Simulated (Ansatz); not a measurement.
Reaction (atomization): `C=C1[SiH2]N1C` → 3 C• + 7 H• + N• + Si•

Computed with Ansatz on PBE0-D4/def2-TZVP structures; ΔE is electronic, products minus reactants. CBS: MP2 limit from def2 TZ/QZ plus the TZ coupled-cluster correction, frozen cores. This one scheme is used for every species, atoms too. Functionals use def2-TZVPP. HSE06 is defined as in plane-wave codes. Open shells (•) are unrestricted, without spin–orbit coupling. Spin–orbit coupling would lower the free atoms: a little for C, Si.

Task: What is ΔE at CCSD(T)/CBS? (Estimate.)

Result: Computed: +1083.3 kcal/mol.

Task: What do these levels give: BLYP-D4, r2SCAN-D4, PBE0-D4, HSE06-D4, ωB97M-V, PBE-QIDH, BLYP, r2SCAN, BHLYP, SCS-MP2/def2-TZVPP, CCSD(T)/def2-TZVPP, HF/def2-QZVPP? (Estimate.)

Result: The calculation gave: BLYP-D4 1090.2, r2SCAN-D4 1089.1, PBE0-D4 1094.1, HSE06-D4 1095.0, ωB97M-V 1090.0, PBE-QIDH 1080.9, BLYP 1077.0, r2SCAN 1087.6, BHLYP 1049.6, SCS-MP2/def2-TZVPP 1068.2, CCSD(T)/def2-TZVPP 1053.6, HF/def2-QZVPP 777.3 kcal/mol.

Largest T1 diagnostic among the species: 0.013.

From PBE to PBE0 (25 % exact exchange), in def2-TZVPP and without D4, ΔE moves by −20.3 kcal/mol: exact exchange takes away binding that semilocal exchange gives to molecules. In def2-TZVPP, CCSD(T) changes the Hartree–Fock value by +278.2 kcal/mol (the triples alone add +17.9 kcal/mol) and MP2 by +295.0 kcal/mol; breaking electron pairs costs correlation energy, which Hartree–Fock lacks. At CCSD(T), def2-SVP lies −58.9 kcal/mol from the extrapolated value and def2-TZVPP −29.8 kcal/mol: correlation converges slowly with the basis, and small sets miss more of it in the bonded molecule than in its fragments.

For atomizations the MP2-based limit and the directly extrapolated one differ by several kJ/mol either way, and by 10 to 25 for some Ge, Se and Sn compounds, so smaller differences from it don't rank the levels.
